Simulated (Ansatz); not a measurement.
Reaction (ligand exchange at the Si–N bond): `N[SiH](O)N[SiH3]` + `N[SiH](O)[SiH3]` → `O[SiH]([SiH3])N[SiH3]` + `N[SiH](N)O`

Isolated molecules relaxed with PBE0-D4/def2-TZVP in Ansatz; ΔE leaves out vibrations. CCSD(T)/CBS adds triple-zeta CCSD(T) − MP2 to the extrapolated MP2 energy (def2 sets, frozen cores). DFT in def2-TZVPP. One conformer a species, not always the lowest.

`N[SiH](O)N[SiH3]`:

Cartesian coordinates in Å:
```
N 0.447 0.682 -2.176
Si 0.761 0.557 -0.505
O 1.746 -0.647 0.039
N -0.758 0.308 0.260
Si -1.062 -0.571 1.716
H -0.168 0.042 -2.651
H 1.125 1.086 -2.801
H 1.499 1.781 -0.122
H 1.470 -1.553 -0.111
H -1.533 0.845 -0.100
H -0.679 -2.002 1.570
H -2.522 -0.495 1.989
H -0.325 -0.032 2.890
```

`N[SiH](O)[SiH3]`:

Z-matrix (Å, degrees):
```
Si
O 1 1.654
Si 1 2.339 2 103.5
N 1 1.709 2 115.4 3 121.1
H 1 1.491 2 110.4 3 -121.8
H 2 0.959 1 117.3 3 -177.8
H 3 1.487 1 112.3 2 -47.4
H 3 1.489 1 109.8 2 -168.2
H 3 1.491 1 109.8 2 73.3
H 4 1.005 1 122.7 2 104.2
H 4 1.005 1 124.1 2 -68.0
```

`O[SiH]([SiH3])N[SiH3]`:

```xyz
14

O    -2.298   -0.439   -0.875
Si   -0.651   -0.417   -1.000
Si    0.136    1.796   -0.904
N     0.154   -1.372    0.188
Si    1.013   -0.877    1.601
H    -2.688   -0.048   -0.091
H    -0.420   -1.028   -2.333
H     1.617    1.864   -0.774
H    -0.474    2.535    0.236
H    -0.259    2.489   -2.161
H     0.089   -2.371    0.043
H     0.479   -1.541    2.821
H     0.834    0.592    1.727
H     2.467   -1.184    1.523
```

`N[SiH](N)O`:

Z-matrix (Å, degrees):
```
Si
N 1 1.706
O 1 1.648 2 119.3
N 1 1.713 2 104.7 3 119.0
H 1 1.482 2 106.1 3 -114.4
H 2 1.007 1 121.6 3 -73.1
H 2 1.006 1 120.9 3 78.5
H 3 0.959 1 116.3 2 67.1
H 4 1.007 1 119.8 2 -170.5
H 4 1.007 1 119.6 2 45.7
```

```csv
level,ΔE (kcal/mol)
B2PLYP,0.4
PBE,0.0
```

(1) What does CCSD(T)/CBS give? (Estimate.)

Largest T1 diagnostic among the species: 0.012.

Answers

(1) Ansatz gave: -0.2 kcal/mol. The listed levels differ from it by 0.6, 0.2 kcal/mol.

In def2-TZVPP, CCSD(T) changes the Hartree–Fock value by −1.5 kcal/mol (the triples alone add −0.3 kcal/mol) and MP2 by −1.4 kcal/mol. The D4 term adds −0.7 kcal/mol with B3LYP and −0.4 kcal/mol with PBE0; it sums over pairs of atoms, weighted by their polarisabilities, and B3LYP, whose exchange is more repulsive, gets the larger term.

CCSD(T)/CBS has its own doubt, a few kJ/mol and more with outer-core shells, so smaller differences from it don't rank the levels.

B3LYP here is the variant with VWN-RPA as its local correlation; programs differ in this.
